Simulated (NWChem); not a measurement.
Molecule: C$_{3}$H$_{9}$B; SMILES BC(C)C

```xyz
13

B      1.6205     0.0994     0.0000
H      2.2270     0.1966     1.0301
H      2.2270     0.1966    -1.0301
C      0.1043    -0.2724     0.0000
C     -0.6780     0.0848     1.2776
C     -0.6780     0.0848    -1.2776
H      0.2414    -1.3816     0.0000
H     -1.6753    -0.3731     1.2822
H     -0.8194     1.1701     1.3557
H     -0.1489    -0.2431     2.1791
H     -0.1489    -0.2431    -2.1791
H     -1.6753    -0.3731    -1.2822
H     -0.8194     1.1701    -1.3557
```
Atoms are numbered in this order, from 1.

All runs: NWChem. Geometry: optimised at B3LYP/6-31G* (spherical d). Level M06-2X/def2-SVP: energy and gradient on several grids; changes count from the extra-fine grid, which is no exact limit either.

Problem. Which is the coarsest grid (xcoarse; medium; fine; coarse; xfine) from which on the energy stays within 50 μHa and each gradient component within 100 μHa/bohr of xfine?

Solution. fine.
```json
[
 {"grid": "xcoarse", "size of the energy change (μHa)": "2000", "largest change of a gradient component (μHa/bohr)": "3000", "time, medium = 1 (rough)": "about 1"},
 {"grid": "coarse", "size of the energy change (μHa)": "90", "largest change of a gradient component (μHa/bohr)": "800", "time, medium = 1 (rough)": "about 1"},
 {"grid": "medium", "size of the energy change (μHa)": "< 10", "largest change of a gradient component (μHa/bohr)": "200", "time, medium = 1 (rough)": "about 1"},
 {"grid": "fine", "size of the energy change (μHa)": "< 10", "largest change of a gradient component (μHa/bohr)": "50", "time, medium = 1 (rough)": "about 1"},
 {"grid": "xfine", "size of the energy change (μHa)": "< 10", "largest change of a gradient component (μHa/bohr)": "< 30", "time, medium = 1 (rough)": "3"}
]
```
